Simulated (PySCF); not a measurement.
**Te+: interval between two levels**

Te+ [Kr] 4d10 5s2 5p3 [4S3/2, M_J = 3/2] → Te+ [Kr] 4d10 5s2 5p2 5d1 [4F9/2, M_J = 9/2], as a difference of total energies. Calculation: PySCF 2.14, in x2c-TZVPall-2c with one added diffuse shell each of s, p, d, f type (9s10p6d3f, 90 functions); the two-component X2C-1e Hamiltonian. Correlated levels: [Ar] 3d10 frozen; the 6 highest virtual spinors dropped. "Screened" scales the spin-orbit matrix elements by Boettger's factors to mimic the two-electron term; Breit and QED terms are absent.

```csv
method,interval between two levels (cm⁻¹)
GHF (spin-free),86408
GMP2 (spin-free),89228
GHF (screened spin-orbit),89073
GMP2 (screened spin-orbit),92097
```

The labels give the starting determinants; with spin-orbit coupling the two ends relaxed to ⟨J²⟩ = 3.75, ⟨L²⟩ = 0.10, ⟨S²⟩ = 3.66 and ⟨J²⟩ = 24.76, ⟨L²⟩ = 12.70, ⟨S²⟩ = 3.53.

The promoted electron is Rydberg-like, and one or two diffuse shells describe it only roughly, which tends to raise the upper state.
